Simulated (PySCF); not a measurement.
Species: C₄H₂Cl₃FO (charge +1 and doublet state).
Structure used (GFN2-xTB), in Å, numbered top down from 1:
```
atom  x, y, z in Å
O1     0.3123    2.7436    0.1512
C2     0.1847    1.6231    0.0885
C3     0.0646    0.2840    0.0178
C4     1.2924   -0.5675    0.0146
F5     2.4179    0.1647    0.0905
C6    -1.3065   -0.3182   -0.0593
Cl7   -2.0532    0.3158   -1.5829
Cl8   -1.2944   -2.0811   -0.0757
Cl9   -2.2363    0.2870    1.3668
H10    1.3428   -1.1784   -0.9062
H11    1.2810   -1.2703    0.8688
```

The hyperfine couplings belong to this conformer and change with its torsions.

As a line formula: `O=[C+][C](CF)C(Cl)(Cl)Cl` [radical] (charge +1).

Computed, not measured: UKS B3LYP, pcH-1 on C Cl F H O, non-relativistic, mean-field spin-orbit, GIAO in PySCF 2.14.0. One conformer (not necessarily the lowest) at the GFN2-xTB geometry, without solvent, vibrations or thermal averaging. A GFN2-xTB geometry isn't a minimum of the functional, and hyperfine couplings can be far from their values at a DFT geometry, by a factor of two or more for some ions and for spin on atoms past the first row. Stability of the SCF solution: not tested.

(1) Where do the isotropic ENDOR lines of F5 and H10/H11 fall at 331.7 mT, to first order?

(2) Which pairs are centred on the nuclear Larmor frequency, and which on half the coupling?

Results:

(1) ν± = |νn ± a/2|, one line for each electron-spin manifold; νn = |g_N| × 7.62259 MHz/T × B.

```
 nuclei  isotope     g_N  νn (MHz)  a_iso (MHz)  lower line (MHz)  upper line (MHz)
     F5      19F  5.2577     13.29        -1.31             12.64             13.95
H10/H11       1H  5.5857     14.12       123.97             47.86             76.11
```

(2) Centred on νn, since |a| < 2νn: F5. Centred on |a|/2 and split by 2νn: H10/H11.

Couplings of abundant isotopes left out: Cl7/Cl8/Cl9 (2.7 MHz).

Nuclei that the bonding pattern makes equivalent are averaged, as if the motion that swaps them (rotation, inversion, ring flip) were fast.
